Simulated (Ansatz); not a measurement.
Z-matrix (Å, degrees):
```
Al
Cl 1 2.534
C 1 2.002 2 71.4
H 1 1.588 2 101.8 3 114.9
H 1 1.584 2 106.8 3 -116.0
C 2 1.858 1 73.3 3 -18.3
H 3 1.092 1 119.2 2 141.4
H 3 1.093 1 109.1 2 -92.7
Cl 6 1.769 2 108.5 1 151.6
H 6 1.087 2 102.8 1 -95.5
```

Total charge 0; spin multiplicity 1.

Problem. List the PBE0/def2-TZVPP orbital energies in eV (Ansatz 0.2.0). (Best estimate.)

Solution. Computed: Occupied: -2768.63, -2767.95, -1527.52, -282.20, -278.18, -260.45, -259.77, -198.76, -198.60, -198.55, -198.11, -197.89, -197.87, -113.39, -73.51, -73.32, -73.30, -25.85, -23.65, -20.98, -17.41, -14.17, -13.65, -12.57, -11.69, -11.04, -10.14, -9.90, -9.26, -9.18, -8.21, -7.96. Lowest empty: -1.09, -0.53, 0.41, 0.94, 1.62, 1.91, 2.51, 2.83.
